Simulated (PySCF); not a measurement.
Isomers of C4H12GeSi, from PySCF, PBE0-D3(BJ)/def2-SVP geometry optimisation, gas phase. One conformer each, no zero-point energy, no frequencies.

Problem. Which is lowest in electronic energy at this level?
A. `[SiH3:1][CH2:2][GeH:3]1[CH2:4][CH2:5][CH2:6]1` with Si1–C2–Ge3–C4 156°, C2–Ge3–C4–C5 -132°, Ge3–C4–C5–C6 22°, C4–C5–C6–Ge3 -22°, C2–Ge3–C6–C5 134°: A = 4806, B = 1027, C = 941.1 MHz, dipole 0.90 D
B. `[CH2:1]=[CH:2][CH2:3][GeH2:4][CH2:5][SiH3:6]` with C1–C2–C3–Ge4 101°, C2–C3–Ge4–C5 50°, C3–Ge4–C5–Si6 59°: A = 2308, B = 1133, C = 871.3 MHz, dipole 0.40 D
C. `[CH2:1]=[CH:2][CH2:3][C@@H:4]([SiH3:5])[GeH3:6]` with C1–C2–C3–C4 -115°, C2–C3–C4–Si5 175°: A = 1856, B = 1231, C = 780.1 MHz, dipole 0.66 D
D. `[CH3:1][C@@H:2]1[CH2:3][C@@H:4]1[SiH2:5][GeH3:6]` with C3–C4–Si5–Ge6 -146°: A = 3449, B = 855.1, C = 756.0 MHz, dipole 1.24 D

Solution. A. That is `[SiH3][CH2][GeH]1[CH2]C[CH2]1`, 2.9 kcal/mol below the next.

| SMILES | mapped SMILES | E (Eh) | relative (kcal/mol) | relative (kJ/mol) | dipole (D) |
| --- | --- | --- | --- | --- | --- |
| [SiH3][CH2][GeH]1[CH2]C[CH2]1 | [SiH3:1][CH2:2][GeH:3]1[CH2:4][CH2:5][CH2:6]1 | -2525.08971 | 0.0 | 0.0 | 0.90 |
| C[C@@H]1C[C@@H]1[SiH2][GeH3] | [CH3:1][C@@H:2]1[CH2:3][C@@H:4]1[SiH2:5][GeH3:6] | -2525.08509 | 2.9 | 12.1 | 1.24 |
| C=C[CH2][GeH2][CH2][SiH3] | [CH2:1]=[CH:2][CH2:3][GeH2:4][CH2:5][SiH3:6] | -2525.08100 | 5.5 | 22.9 | 0.40 |
| C=CC[C@@H]([SiH3])[GeH3] | [CH2:1]=[CH:2][CH2:3][C@@H:4]([SiH3:5])[GeH3:6] | -2525.06654 | 14.5 | 60.8 | 0.66 |

As drawn, the lowest has a four-membered ring, which the highest lacks; the highest has a C=C bond outside aromatic rings, which the lowest lacks.
